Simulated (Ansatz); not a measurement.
Basis-set extrapolation for H6OSi3 (`O[SiH]1[SiH2][SiH2]1`) (PBE0-D4/def2-TZVP geometry, frozen core, the Gaussian-basis code of Ansatz). Multiplicity 1, RHF reference.

```
                      def2-TZVPP   def2-QZVPP
                 HF  -945.209454  -945.239458
    MP2 correlation    -0.604145    -0.651527
CCSD(T) correlation    -0.684129      not run
```

Energies in hartree. Use E(X) = E(∞) + A·exp(−7.88·√X) for Hartree–Fock and E(X) = E(∞) + B·X^(−2.97) for correlation, with X = 3 and 4, and add CCSD(T) minus MP2 of the smaller set to the MP2 limit.

Question: What is the CCSD(T) energy at the basis-set limit?

Answer: HF limit: -945.239458 + (-0.030004) × 0.13774 = -945.24359. MP2 limit: -0.651527 + (-0.047382) × 0.74074 = -0.68662. Higher-order term: -0.684129 − (-0.604145) = -0.07998. Total: -946.01019 hartree, 306.2 kJ/mol below CCSD(T)/def2-TZVPP.
